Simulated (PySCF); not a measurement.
**Electron correlation in V(2+) (vanadium, charge +2)**

[Ar] 3d3, high-spin 4F determinant. Calculation: PySCF 2.14, in x2c-TZVPPall (6s5p4d2f1g, 64 functions); scalar relativity by spin-free X2C-1e. Frozen: [Ne]; 11 electrons correlated.

```json
{"level": "CCSD", "correlation energy (mhartree)": "-300.66"}
{"level": "(T)", "correlation energy (mhartree)": "-5.48"}
{"level": "CCSD(T)", "correlation energy (mhartree)": "-306.14"}
```

Diagnostics: T1 = 0.0052, D1 = 0.0122, largest double amplitude 0.028.

Q: Is a single reference adequate?

A: Yes: T1 lies below 0.03 and no double amplitude reaches 0.07.

This basis was not built for core-valence correlation, so the inner-shell part is incomplete.
